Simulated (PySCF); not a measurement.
## How methods differ on the ionisation energy of Gd²⁺

Gd²⁺ [Xe] 4f7 5d1 (9D) → Gd³⁺ [Xe] 4f7 (8S), as a difference of total energies. All numbers are calculated (PySCF 2.14, scalar relativity by spin-free X2C-1e, in cc-pVDZ-X2C). Correlated levels: valence: [Kr] 4d10 frozen; valence and next inner shell: [Ar] 3d10 frozen. The calculations carry no spin-orbit coupling.

```csv
method,ionisation energy (eV)
UHF,19.578
LDA,20.533
PBE,20.448
PBE0,20.427
r2SCAN,20.462
MP2 (valence),20.070
SCS-MP2 (valence),19.894
MP2 (valence and next inner shell),20.074
SCS-MP2 (valence and next inner shell),19.921
```

How much does correlation contribute at MP2 (valence and next inner shell)?

20.074 − (19.578) = 0.496 eV, measured against UHF.

A first-order spin-orbit estimate (lowest level to lowest level, LS coupling) adds 0.184 eV.

Errors of the correlated levels include the incompleteness of this basis and the frozen core.

For comparison: 20.54 ± 0.03 eV (semi-empirical (NIST evaluation); NIST Atomic Spectra Database, ionization energies).
